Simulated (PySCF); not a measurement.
**Low-lying terms of Te⁴⁺ (tellurium, charge +4)**

Ground state [Kr] 4d10 5s2, ¹S. All numbers are calculated (PySCF 2.14, a scalar-relativistic core potential, in aug-cc-pVQZ-PP with ECP28MDF). Vertical excitation energies in eV without spin-orbit coupling; excited terms of each kind are numbered among those the solver found. Frozen: 4s2 4p6.

| term | leading excitation | EOM-EE-CCSD |
| --- | --- | --- |
| 1 3P° | 5s → p | 9.836 |
| 1 1P° | 5s → p | 13.981 |
| 1 3D | 5s → d | 26.341 |
| 1 1D | 5s → d | 28.855 |
| 1 3S | 5s → s | 29.401 |
| 1 1S | 5s → s | 30.102 |
| 2 3P° | 5s → p | 33.777 |
| 2 1P° | 5s → p | 34.070 |
| 1 3F° | 5s → f | 34.566 |
| 1 1F° | 5s → f | 34.715 |
| 2 3D | 5s → d | 39.756 |
| 2 1D | 5s → d | 39.970 |

Doubly excited terms such as np² are absent. The solver can miss terms.
